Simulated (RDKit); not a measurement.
A run for RDKit: MMFF94 on CH4 (SMILES C).

```python
from rdkit import Chem
from rdkit.Chem import AllChem, rdDetermineBonds

blocks = [
'''5

C     0.00000000   -0.00000000   -0.00000000
H     0.63465846    0.63465846    0.63465846
H    -0.63465846   -0.63465846    0.63465846
H     0.63465846   -0.63465846   -0.63465846
H    -0.63465846    0.63465846   -0.63465846
''',
]
mol = None
for b in blocks:
    f = Chem.MolFromXYZBlock(b)
    rdDetermineBonds.DetermineBonds(f, charge=0)
    mol = f if mol is None else Chem.CombineMols(mol, f)
Chem.SanitizeMol(mol)
print(Chem.MolToSmiles(Chem.RemoveHs(mol)))
ff = AllChem.MMFFGetMoleculeForceField(mol, AllChem.MMFFGetMoleculeProperties(mol), nonBondedThresh=100.0, ignoreInterfragInteractions=False)
e = ff.CalcEnergy()
print(f'MMFF94 energy {e:.6f} kcal/mol')
```

Program output:

```
C
MMFF94 energy 0.094159 kcal/mol
```

The run finished.

Cost: very roughly 0.03 core-seconds.
